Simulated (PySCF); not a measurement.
Molecular orbitals of CsCl⁺

PBE at R = 3.644 Å; Cs def2-SVP with ECP46, Cl def2-SVP; scalar-relativistic core potentials (PySCF 2.14). State: ²Π (doublet), unpaired electrons π ↑. Only the outer orbitals are listed, counted within each symmetry, core potentials removing the inner ones.

| spin | orbital | occ. | ε (eV) | on Cs (%) | main shells (%) |
| --- | --- | --- | --- | --- | --- |
| α | 4σ | 1 | -31.99 | 100 | 100 Cs s |
| α | 5σ | 1 | -24.85 | 0 | 99 Cl s |
| α | 2π | 1 | -18.50 | 100 | 100 Cs p |
| α | 2π | 1 | -18.49 | 100 | 100 Cs p |
| α | 6σ | 1 | -18.46 | 100 | 100 Cs p |
| α | 3π | 1 | -13.83 | 1 | 99 Cl p |
| α | 7σ | 1 | -12.49 | 3 | 97 Cl p |
| α | 3π | 1 | -12.29 | 1 | 99 Cl p |
| α | 8σ | 0 | -5.40 | 100 | 99 Cs s |
| α | 4π | 0 | -3.58 | 99 | 96 Cs d |
| α | 1δ | 0 | -3.53 | 100 | 100 Cs d |
| β | 4σ | 1 | -31.99 | 100 | 100 Cs s |
| β | 5σ | 1 | -23.69 | 1 | 99 Cl s |
| β | 2π | 1 | -18.50 | 100 | 100 Cs p |
| β | 2π | 1 | -18.49 | 100 | 100 Cs p |
| β | 6σ | 1 | -18.46 | 100 | 100 Cs p |
| β | 7σ | 1 | -12.06 | 3 | 97 Cl p |
| β | 3π | 1 | -11.86 | 1 | 99 Cl p |
| β | 3π | 0 | -11.61 | 1 | 99 Cl p |
| β | 8σ | 0 | -5.38 | 100 | 99 Cs s |
| β | 1δ | 0 | -3.53 | 100 | 100 Cs d |

**Question.** Which are the highest filled and the lowest empty level, where do they sit, and how wide is the gap?

**Answer.** Highest filled β 3π at -11.86 eV (in %: 99 Cl p); lowest empty β 3π at -11.61 eV (in %: 99 Cl p); the gap at PBE is 0.25 eV. Both belong to one degenerate shell, split only by its one-sided filling, so this is no excitation gap.

```
bond order (Mayer)                                                                                                 : 0.18
⟨S²⟩                                                                                                               : 0.752
charge on Cs (Mulliken, basis-dependent)                                                                           : 0.91
charge on Cs (Löwdin, basis-dependent)                                                                             : 0.80
dipole moment (positive dipole points towards Cl; it is taken about the centre of mass and depends on that origin) : -2.65 D
polarisability along the bond                                                                                      : 30.5 bohr³
polarisability across the bond                                                                                     : 22.3 bohr³
```

Spin–orbit coupling is left out. The state is the lowest determinant that a PBE0 search found; another state may lie lower at other levels.
